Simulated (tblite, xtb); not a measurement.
H9N3Si3, triplet, at the geometry of the source list (a higher spin typed on purpose: for a closed-shell molecule this is an excited state). Base run: GFN1-xTB (xtb 6.7.1).

The xtb input:
```
$ xtb mol.xyz --gfn 1 --uhf 2 --json

# file mol.xyz
15

Si     1.66910000    -0.43420000    -0.53010000
N      0.51200000    -1.52140000     0.14690000
Si    -1.17660000    -1.29940000     0.42870000
N     -1.44110000     0.39700000     0.60300000
Si    -0.53150000     1.72390000    -0.02190000
N      1.08550000     1.16520000    -0.24950000
H      1.83960000    -0.68320000    -1.97510000
H      2.94000000    -0.60000000     0.18600000
H      0.82120000    -2.47620000     0.20070000
H     -1.97060000    -1.84090000    -0.69110000
H     -1.52980000    -1.95840000     1.69200000
H     -2.34960000     0.64340000     0.95660000
H     -0.51910000     2.79450000     0.98200000
H     -1.10540000     2.19850000    -1.29570000
H      1.75630000     1.89130000    -0.43250000
```

Programs used: tblite, xtb; a row that names a program was run with it.

The base run was repeated with changes; each row names its change, and settings that it needs were set with it.

```json
[
 {"change": "base", "ΔE vs base (mEh)": "0.000", "dipole (D)": "0.65", "G_solv (kcal/mol)": "-", "SCF cycles": "17"},
 {"change": "gbsa = methanol", "ΔE vs base (mEh)": "-9.187", "dipole (D)": "0.65", "G_solv (kcal/mol)": "-5.99", "SCF cycles": "16"},
 {"change": "gbsa = toluene", "ΔE vs base (mEh)": "-6.083", "dipole (D)": "0.67", "G_solv (kcal/mol)": "-3.83", "SCF cycles": "17"},
 {"change": "acc = 30", "ΔE vs base (mEh)": "0.000", "dipole (D)": "0.65", "G_solv (kcal/mol)": "-", "SCF cycles": "15"},
 {"change": "alpb = acetonitrile", "ΔE vs base (mEh)": "-11.346", "dipole (D)": "0.62", "G_solv (kcal/mol)": "-7.19", "SCF cycles": "17"},
 {"change": "program = tblite; method = gfn1; option = (--efield, 0,0,0.1)", "ΔE vs base (mEh)": "0.263", "dipole (D)": "-", "G_solv (kcal/mol)": "-", "SCF cycles": "-"},
 {"change": "alpb = dmf", "ΔE vs base (mEh)": "-10.227", "dipole (D)": "0.64", "G_solv (kcal/mol)": "-6.63", "SCF cycles": "15"},
 {"change": "program = tblite; method = gfn1", "ΔE vs base (mEh)": "0.000", "dipole (D)": "-", "G_solv (kcal/mol)": "-", "SCF cycles": "-"},
 {"change": "program = tblite; method = gfn1; option = --grad", "ΔE vs base (mEh)": "0.000", "dipole (D)": "-", "G_solv (kcal/mol)": "-", "SCF cycles": "-"},
 {"change": "etemp = 10", "ΔE vs base (mEh)": "1.294", "dipole (D)": "0.66", "G_solv (kcal/mol)": "-", "SCF cycles": "33"}
]
```

ALPB and GBSA are two models with their own fitted parameters for each solvent, which aren't always the measured dielectric constant.
